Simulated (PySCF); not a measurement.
An unknown gives this computed stick spectrum. Computed, not measured: TDDFT CAM-B3LYP/def2-SVPD, vertical, gas phase, core orbitals frozen in the response (PySCF 2.14.0, density-fitted response routines). Geometries: PBE0-D3(BJ)/def2-SVP, one conformer each. Relativistic effects are left out although some hold elements past zinc.

```json
{"state": "S1", "E (eV)": "7.15", "f": "0.046"}
{"state": "S2", "E (eV)": "7.39", "f": "0.016"}
{"state": "S3", "E (eV)": "7.47", "f": "0.023"}
{"state": "S4", "E (eV)": "7.64", "f": "0.310"}
{"state": "S5", "E (eV)": "7.75", "f": "0.192"}
{"state": "S6", "E (eV)": "8.07", "f": "0.020"}
{"state": "S7", "E (eV)": "8.24", "f": "0.012"}
{"state": "S8", "E (eV)": "8.28", "f": "0.138"}
{"state": "S9", "E (eV)": "8.33", "f": "0.037"}
{"state": "S10", "E (eV)": "8.39", "f": "0.068"}
```

Orbital energies (eV): HOMO-3 -10.79, HOMO-2 -10.43, HOMO-1 -9.76, HOMO -9.12, LUMO 0.99, LUMO+1 1.19, LUMO+2 1.34.

Question: Which structure fits? All have the formula C3H12GeSi.
A. `[CH3][GeH2][C@H](C)[SiH3]`
B. `C[CH2][GeH2][CH2][SiH3]`
C. `C(C)[CH2][GeH2][SiH3]`

Answer: C. Its S1, at 7.15 eV, is the lowest among the candidates; the nearest of the others has S1 at 7.43 eV. S1 is HOMO→LUMO (70%), HOMO→LUMO+4 (10%), HOMO→LUMO+2 (8%). Löwdin shares by element: HOMO silicon 29%, germanium 29%, carbon 15% or more, hydrogen 5% or more (atoms not listed hold the other 21%); LUMO germanium 33%, hydrogen 16% or more, silicon 12% (atoms not listed hold the other 39%). At the same level the other candidates give, for their lowest levels:
- `C[CH2][GeH2][CH2][SiH3]`: 7.62 eV (f 0.012); 7.82 eV (f 0.005); 7.98 eV (f 0.017); 8.20 eV (f 0.207); 8.31 eV (f 0.021); T1 7.38 eV; HOMO -9.46, LUMO 1.02 eV
- `[CH3][GeH2][C@H](C)[SiH3]`: 7.43 eV (f 0.002); 7.76 eV (f 0.088); 8.04 eV (f 0.091); 8.12 eV (f 0.123); 8.20 eV (f 0.032); T1 7.15 eV; HOMO -9.25, LUMO 1.03 eV

The values belong to the conformer `[CH3:1][CH2:2][CH2:3][GeH2:4][SiH3:5]`: C1–C2–C3–Ge4 -179°, C2–C3–Ge4–Si5 54°.
Triplets come from the Tamm–Dancoff approximation.
